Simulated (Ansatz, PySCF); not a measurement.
Gas-phase reaction in SMILES: F[SiH2][SiH3] + 2 [H][H] (H2) → F (HF) + 2 [SiH4] (SiH4)
Structures are relaxed separately at B3LYP-D3(BJ)/def2-TZVP in Ansatz (a quantum-chemistry and plane-wave program).

Property: energy of full hydrogenation (enthalpy at 298 K, with B3LYP-D3(BJ) rigid-rotor harmonic-oscillator terms from PySCF), in kcal/mol. Valence correlation only, unless marked. No spin-orbit coupling. Non-relativistic. CBS marks a two-point X^-3 extrapolation of the correlation energy; Hartree-Fock from the larger set.

```
level                           program  energy of full hydrogenation (kcal/mol)
-----------------------  --------------  ---------------------------------------
HF/STO-3G                        Ansatz                                     10.0
revPBE/def2-TZVPD                Ansatz                                     21.7
B3LYP-D3(BJ)/def2-TZVPD  Ansatz + dftd3                                     22.6
B3LYP-D4/def2-TZVPD      Ansatz + dftd4                                     22.5
SCS-MP2/cc-pV(Q+d)Z              Ansatz                                     21.9
```

### Question
Predict the CCSD(T)/CBS(cc-pV(T+d)Z,cc-pV(Q+d)Z) result (Ansatz).

### Answer
22.9 kcal/mol, so SCS-MP2/cc-pV(Q+d)Z differs from it by -1.0 kcal/mol.
